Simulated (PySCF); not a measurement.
CH4AlFOS, SMILES C[O][Al]([F])[SH].

Geometry: PBE-D3(BJ)/def2-SVP. The structure was generated by enumeration; whether it is a known compound was not checked. The values are those of a single conformer.

Two levels are set side by side: PBE/def2-TZVP (PySCF) and PBE0/def2-TZVP (PySCF). Same geometry, gas phase. Differences are taken from unrounded values.

```json
[
 {"quantity": "orbital gap (eV)", "PBE0": "7.10"},
 {"quantity": "highest occupied level (eV)", "PBE0": "-7.89"},
 {"quantity": "lowest empty level (eV)", "PBE0": "-0.79"},
 {"quantity": "dipole moment (D)", "PBE0": "0.85"},
 {"quantity": "mean polarisability (bohr³)", "PBE0": "57.4"}
]
```

Problem. What does PBE give, and how far is it from PBE0? (The exact figures need the calculation; the answer reports its results.)

Solution. 
| quantity | PBE | PBE minus PBE0 |
|---|---|---|
| orbital gap (eV) | 4.95 | -2.15 |
| highest occupied level (eV) | -6.60 | 1.29 |
| lowest empty level (eV) | -1.65 | -0.86 |
| dipole moment (D) | 0.81 | -0.04 |
| mean polarisability (bohr³) | 60.7 | 3.3 |

Without exact exchange PBE keeps part of each electron's self-repulsion, which lifts occupied levels and narrows the gap. PBE's more diffuse valence density responds more strongly to a field. Differences between two approximate levels are no errors against the true value.

Rough cost on one machine, each run with all the roots and properties that it gave: PBE0 against PBE within a factor of 2.
